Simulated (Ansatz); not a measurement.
Two isomers of CH8O2Si2: A = `OC[SiH](O)[SiH3]`, B = `OC(O)[SiH2][SiH3]`.

Calculated with Ansatz (gas phase, PBE0-D4/def2-TZVP geometries, no zero-point term in ΔE). CCSD(T)/CBS is the MP2 limit (def2-TZVPP, def2-QZVPP) plus CCSD(T) − MP2 in def2-TZVPP, frozen cores. DFT in def2-TZVPP. B3LYP here is the variant with VWN-RPA as its local correlation; programs differ in this. Each species was taken in one conformer, which may not be the lowest.

Question: Which is lower in electronic energy at CCSD(T)/CBS, and by how much? (Best estimate.)

Answer: Ansatz gave: A, by 32.9 kcal/mol.

Question: Give E(B) − E(A) in kcal/mol with HF/def2-TZVPP, PBE0-D4, r2SCAN-D4, ωB97M-V, B2PLYP, B3LYP-D4, CCSD(T)/def2-TZVPP. (Estimate.)

Answer: The calculation gave: HF/def2-TZVPP 33.0, PBE0-D4 30.8, r2SCAN-D4 32.0, ωB97M-V 31.9, B2PLYP 32.7, B3LYP-D4 32.0, CCSD(T)/def2-TZVPP 31.8. None reverses the order clearly.

Largest T1 diagnostic: 0.013.

From PBE to PBE0 (25 % exact exchange), in def2-TZVPP and without D4, E(B) − E(A) moves by +1.0 kcal/mol.
